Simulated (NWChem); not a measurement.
The numbers come from NWChem runs, not from measurements. System: AlBr2F, charge 0, spin multiplicity 1, displaced from the optimised geometry. The structure started from a generated list of species. Level: BLYP/def2-SVP.

Output (cleaned and shortened):

```
             Northwest Computational Chemistry Package (NWChem) 7.3.0
             --------------------------------------------------------

                                NWChem Input Module
                                -------------------

 Scaling coordinates for geometry "geometry" by  1.889725989
 (inverse scale =  0.529177249)

 Turning off AUTOSYM since
 SYMMETRY directive was detected!

                             Geometry "geometry" -> ""
                             -------------------------

 Output coordinates in angstroms (scale by  1.889725989 to convert to a.u.)

  No.       Tag          Charge          X              Y              Z
 ---- ---------------- ---------- -------------- -------------- --------------
    1 Al                  13.0000     0.00000000     0.00000000     0.67106400
    2 F                    9.0000     0.00000000     0.00000000     2.37336600
    3 Br                  35.0000    -2.00298300     0.00000000    -0.42977300
    4 Br                  35.0000     2.00298300     0.00000000    -0.42977300

 Effective nuclear repulsion energy (a.u.)     505.6492051608

            Nuclear Dipole moment (a.u.)
            ----------------------------
        X                 Y               Z
 ---------------- ---------------- ----------------
     0.0000000000     0.0000000000     0.0000302356

      Symmetry information
      --------------------

 Group name             C2v
 Group number             16
 Group order               4
 No. of unique centers     3

      Symmetry unique atoms

     1    2    3


 Summary of "ao basis" -> "" (spherical)
 ------------------------------------------------------------------------------
       Tag                 Description            Shells   Functions and Types
 ---------------- ------------------------------  ------  ---------------------
 *                          def2-svp                  on all atoms

                                 NWChem DFT Module
                                 -----------------

 Summary of "ao basis" -> "ao basis" (spherical)
 ------------------------------------------------------------------------------
       Tag                 Description            Shells   Functions and Types
 ---------------- ------------------------------  ------  ---------------------
 Al                         def2-svp                 8       18   4s3p1d
 F                          def2-svp                 6       14   3s2p1d
 Br                         def2-svp                12       32   5s4p3d

 Summary of "ao basis" -> "ao basis" (spherical)
 ------------------------------------------------------------------------------
       Tag                 Description            Shells   Functions and Types
 ---------------- ------------------------------  ------  ---------------------
 Al                         def2-svp                 8       18   4s3p1d
 F                          def2-svp                 6       14   3s2p1d
 Br                         def2-svp                12       32   5s4p3d

      Symmetry analysis of basis
      --------------------------

        a1         38
        a2         12
        b1         29
        b2         17

            General Information
            -------------------
          SCF calculation type: DFT
          Wavefunction type:  closed shell.
          No. of atoms     :     4
          No. of electrons :    92
           Alpha electrons :    46
            Beta electrons :    46
          Charge           :     0
          Spin multiplicity:     1
          Use of symmetry is: on ; symmetry adaption is: on
          Maximum number of iterations: 100
          AO basis - number of functions:    96
                     number of shells:    38
          Convergence on energy requested:  1.00D-06
          Convergence on density requested:  1.00D-05
          Convergence on gradient requested:  5.00D-04

              XC Information
              --------------
                    Becke 1988 Exchange Functional  1.000
              Lee-Yang-Parr Correlation Functional  1.000

             Grid Information
             ----------------
          Grid used for XC integration:  xfine
          Radial quadrature: Mura-Knowles
[...]
    45      0.378872  3 Br py                77     -0.378872  4 Br py
    42     -0.252634  3 Br py                74      0.252634  4 Br py
    39      0.082188  3 Br py                71     -0.082188  4 Br py
    14     -0.058543  1 Al d -2

 Vector   46  Occ=2.000000D+00  E=-2.645366D-01  Symmetry=b1
              MO Center= -6.1D-14, -7.3D-16, -3.4D-01, r^2= 5.5D+00
   Bfn.  Coefficient  Atom+Function         Bfn.  Coefficient  Atom+Function
  ----- ------------  ---------------      ----- ------------  ---------------
    49      0.348266  3 Br pz                81     -0.348266  4 Br pz
    46      0.316353  3 Br pz                78     -0.316353  4 Br pz
    47     -0.241664  3 Br px                79     -0.241664  4 Br px
    44     -0.219400  3 Br px                76     -0.219400  4 Br px
    43     -0.209469  3 Br pz                75      0.209469  4 Br pz

 Vector   47  Occ=0.000000D+00  E=-9.083544D-02  Symmetry=a1
              MO Center=  4.9D-15, -3.4D-16,  3.9D-01, r^2= 4.5D+00
   Bfn.  Coefficient  Atom+Function         Bfn.  Coefficient  Atom+Function
  ----- ------------  ---------------      ----- ------------  ---------------
     4      0.776924  1 Al s                  3      0.619532  1 Al s
    47     -0.367019  3 Br px                79      0.367019  4 Br px
     2      0.324383  1 Al s                 36     -0.218147  3 Br s
    68     -0.218147  4 Br s                 44     -0.215209  3 Br px
    76      0.215209  4 Br px                37     -0.213584  3 Br s

 Vector   48  Occ=0.000000D+00  E=-6.550782D-02  Symmetry=b2
              MO Center=  3.1D-14, -2.0D-15,  5.5D-01, r^2= 4.0D+00
   Bfn.  Coefficient  Atom+Function         Bfn.  Coefficient  Atom+Function
  ----- ------------  ---------------      ----- ------------  ---------------
    12      0.707789  1 Al py                 9      0.444208  1 Al py
    48     -0.259908  3 Br py                80     -0.259908  4 Br py
     6     -0.209083  1 Al py                23      0.192761  2 F  py
    45     -0.172976  3 Br py                77     -0.172976  4 Br py
    26     -0.164555  2 F  py                42      0.110613  3 Br py

 Vector   49  Occ=0.000000D+00  E= 2.769445D-02  Symmetry=a1
              MO Center=  9.1D-14,  9.3D-15,  6.5D-01, r^2= 5.1D+00
   Bfn.  Coefficient  Atom+Function         Bfn.  Coefficient  Atom+Function
  ----- ------------  ---------------      ----- ------------  ---------------
    13      1.038787  1 Al pz                21     -0.386422  2 F  s
     3     -0.360178  1 Al s                 10      0.309193  1 Al pz
    47      0.301363  3 Br px                79     -0.301363  4 Br px
     4      0.254088  1 Al s                 37      0.192531  3 Br s
    69      0.192531  4 Br s                 16     -0.162417  1 Al d  0

 center of mass
 --------------
 x =   0.00000000 y =   0.00000000 z =  -0.05045757

 moments of inertia (a.u.)
 ------------------
         530.450006990572           0.000000000000           0.000000000000
           0.000000000000        2820.361249006198           0.000000000000
           0.000000000000           0.000000000000        2289.911242015626

     Multipole analysis of the density
     ---------------------------------

     L   x y z        total         alpha         beta         nuclear
     -   - - -        -----         -----         ----         -------
     0   0 0 0     -0.000000    -46.000000    -46.000000     92.000000

     1   1 0 0     -0.000000     -0.000000     -0.000000      0.000000
     1   0 1 0     -0.000000     -0.000000     -0.000000      0.000000
     1   0 0 1     -0.269750     -0.134890     -0.134890      0.000030

     2   2 0 0    -40.603503   -521.743215   -521.743215   1002.882927
     2   1 1 0      0.000000      0.000000      0.000000      0.000000
     2   1 0 1      0.000000      0.000000      0.000000      0.000000
     2   0 2 0    -37.276921    -18.638460    -18.638460      0.000000
     2   0 1 1      0.000000      0.000000      0.000000      0.000000
     2   0 0 2    -43.396727   -145.756036   -145.756036    248.115346

            General Information
            -------------------
          SCF calculation type: DFT
          Wavefunction type:  closed shell.
          No. of atoms     :     4
          No. of electrons :    92
           Alpha electrons :    46
            Beta electrons :    46
          Charge           :     0
          Spin multiplicity:     1
          Use of symmetry is: on ; symmetry adaption is: on
          Maximum number of iterations: 100
          AO basis - number of functions:    96
                     number of shells:    38
          Convergence on energy requested:  1.00D-06
          Convergence on density requested:  1.00D-05
          Convergence on gradient requested:  5.00D-04

              XC Information
              --------------
                    Becke 1988 Exchange Functional  1.000
              Lee-Yang-Parr Correlation Functional  1.000

             Grid Information
             ----------------
          Grid used for XC integration:  xfine
          Radial quadrature: Mura-Knowles
          Angular quadrature: Lebedev.
          Tag              B.-S. Rad. Rad. Pts. Rad. Cut. Ang. Pts.
          ---              ---------- --------- --------- ---------
          Al                  1.25      125           9.0      1454
          F                   0.50      100          10.0      1454
          Br                  1.15      160          11.0      1454
          Grid pruning is: on
          Number of quadrature shells:   385
          Spatial weights used:  Erf1

          Convergence Information
          -----------------------
          Convergence aids based upon iterative change in
          total energy or number of iterations.
          Levelshifting, if invoked, occurs when the
          HOMO/LUMO gap drops below (HL_TOL):  1.00D-02
          DIIS, if invoked, will attempt to extrapolate
          using up to (NFOCK): 10 stored Fock matrices.

                    Damping( 0%)  Levelshifting(0.5)       DIIS
                  --------------- ------------------- ---------------
          dE  on:    start            ASAP                start
          dE off:    2 iters        100 iters           100 iters

      Screening Tolerance Information
      -------------------------------
          Density screening/tol_rho:  1.00D-10
          AO Gaussian exp screening on grid/accAOfunc:  14
          CD Gaussian exp screening on grid/accCDfunc:  20
          XC Gaussian exp screening on grid/accXCfunc:  20
          Schwarz screening/accCoul:  1.00D-08

                            NWChem DFT Gradient Module
                            --------------------------

  charge          =   0.00
  wavefunction    = closed shell

  Using symmetry

                         DFT ENERGY GRADIENTS

    atom               coordinates                        gradient
                 x          y          z           x          y          z
   1 Al      0.000000   0.000000   1.268127    0.000000   0.000000  -0.008742
   2 F       0.000000   0.000000   4.485011    0.000000   0.000000   0.017409
   3 Br     -3.785089   0.000000  -0.812153   -0.007361   0.000000  -0.004333
   4 Br      3.785089   0.000000  -0.812153    0.007361   0.000000  -0.004333

                 ----------------------------------------
                 |  Time  |  1-e(secs)   |  2-e(secs)   |
                 ----------------------------------------
                 |  CPU   |       0.01   |       5.81   |
                 ----------------------------------------
                 |  WALL  |       0.01   |       5.81   |
                 ----------------------------------------

 Task  times  cpu:       11.4s     wall:       11.4s

 Total times  cpu:       11.4s     wall:       11.4s
```

### Question
Write an NWChem input that would produce this output.

### Answer
One answer among several that fit: 
```
start mol
memory heap 200 mb stack 800 mb global 1000 mb
geometry units angstroms nocenter noautoz
  Al     0.000000     0.000000     0.671064
  F      0.000000     0.000000     2.373366
  Br    -2.002983     0.000000    -0.429773
  Br     2.002983     0.000000    -0.429773
  symmetry group C2v
end
basis spherical
  * library def2-svp
end
dft
  xc becke88 lyp
  semidirect memsize 60000000 filesize 0
  iterations 100
  grid xfine
end
task dft gradient
```
